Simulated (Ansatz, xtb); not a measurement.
# Two structures of NNaO2

Structure X is a singlet given by its coordinates and structure Y is a singlet given by its coordinates. Both are isolated molecules in the gas phase, relaxed with B3LYP-D4/def2-TZVP.

X (Å):

```xyz
4

N    -0.6066   -0.1265   -0.1343
Na   -0.5088    2.0929    0.1219
O    -1.5350    0.2921    0.6638
O    -0.5434   -1.3126   -0.3627
```

Close contacts (Å): N1–Na2 2.24, N1–O3 1.29, N1–O4 1.21, Na2–O3 2.14.

Y (Å):

```yaml
atoms:
  - { symbol: N, position_ang: [-1.1957, -0.5933, 0.3235] }
  - { symbol: Na, position_ang: [-0.1108, 1.6706, -0.3847] }
  - { symbol: O, position_ang: [-1.6343, 0.0869, -0.6397] }
  - { symbol: O, position_ang: [-0.2001, -0.1116, 0.9230] }
```

Close contacts (Å): N1–Na2 2.61, N1–O3 1.26, N1–O4 1.26, Na2–O3 2.21, Na2–O4 2.21.

**Question.** Which of the two would you expect CCSD(T)/def2-TZVPP electronic energies to favour?

**Answer.** Structure Y; the calculation gives E(Y) − E(X) = −42.4 kJ/mol.

The same difference at several levels:

```tsv
level	geometry	E(Y) − E(X) (kJ/mol)	departure from the last row (kJ/mol)	job, with rough time for the two
B3LYP-D4/def2-TZVP	B3LYP-D4/def2-TZVP	−43.8	−1.4	optimisation, 17 s
HF/def2-TZVPP	B3LYP-D4/def2-TZVP	−53.2	−10.9	part of the CCSD(T) run
MP2/def2-TZVPP	B3LYP-D4/def2-TZVP	−36.1	+6.2	part of the CCSD(T) run
CCSD(T)/def2-TZVPP	B3LYP-D4/def2-TZVP	−42.4		single point, 22 s
```

The levels shown agree on the order. The largest departure from CCSD(T)/def2-TZVPP is that of HF/def2-TZVPP, 10.9 kJ/mol. Levels run at GFN2-xTB geometries aren't shown.

With harmonic frequencies from B3LYP-D4/def2-TZVP (ideal gas, rigid rotor, one conformer each, 298.15 K, 1 atm): on the last row, ΔE + ΔZPE = −42.6, ΔH = −42.8, ΔG = −40.4 kJ/mol.

The T1 diagnostic of structures X and Y is large, so the coupled-cluster value is less sure. The correlated steps freeze 4 core orbitals; the last core shell of Na is correlated, in a basis made for valence electrons. Run with Ansatz 0.2.0; the last row on 2 threads of Intel(R) Xeon(R) Processor @ 2.70GHz on a shared host.
